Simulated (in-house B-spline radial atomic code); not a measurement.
**The iron ion Fe⁷⁺: [Ar] 3d1**

Level of theory: non-relativistic Hartree-Fock with fractional occupations, spin-polarised, spherical fractional occupations, point nucleus; calculated with a radial B-spline atomic code at the basis-set limit.

Effective charges: Z_r = [3n² - l(l+1)]/(2<r>) from the radius, Z_e = n√(-2ε) from the energy, and Slater's rules. Values are occupation-weighted means over spin.

```csv
shell,electrons,ε (eV),<r> (bohr),Z_r,Z_e,Slater
1s,2,-7261.9,0.05912,25.37,23.10,25.70
2s,2,-1022.4,0.268,22.39,17.34,21.85
2p,6,-899.03,0.2355,21.23,16.26,21.85
3s,2,-248.24,0.7652,17.64,12.81,14.75
3p,6,-206.66,0.7815,16.00,11.69,14.75
3d,1,-128.43,0.8151,12.88,9.22,8.00
```

The least bound orbital is 3d up at -128.4 eV, and it is also the most diffuse (<r> = 0.8151 bohr).

Caution: exact exchange at fractional occupations of open shells leaves self-interaction of up to several eV.
